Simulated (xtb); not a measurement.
xtb input:

```bash
xtb mol.xyz --gfn 1 --sp --chrg -1 --uhf 0
```
mol.xyz:
```
5

N      0.89819675    -0.79076357    -0.08377368
C     -0.28056431    -0.22367917     0.05090285
O     -0.63522249     0.98571426     0.03683495
H      1.57052150    -0.02489384    -0.21783311
H     -1.09273298    -0.98340020     0.20415215
```

Question: What final total energy does it print?

Answer: -11.28725 Eh (GFN1-xTB).
